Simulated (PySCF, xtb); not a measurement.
H5NSn, SMILES [NH2][SnH3].

xtb with GFN2-xTB at its own geometry gives an orbital gap of 6.08 eV and a dipole moment of 1.36 D.

Geometry: B3LYP-D3(BJ)/def2-TZVP. The def2 effective core potentials stand for the cores of Sn; spin–orbit coupling is left out.

**Question.** What does B3LYP/def2-TZVPD in PySCF give? (Estimate from the structure and the level; the computed values follow.)

**Answer.** gap 6.37 eV (levels -7.01 and -0.64 eV), dipole 1.03 D.
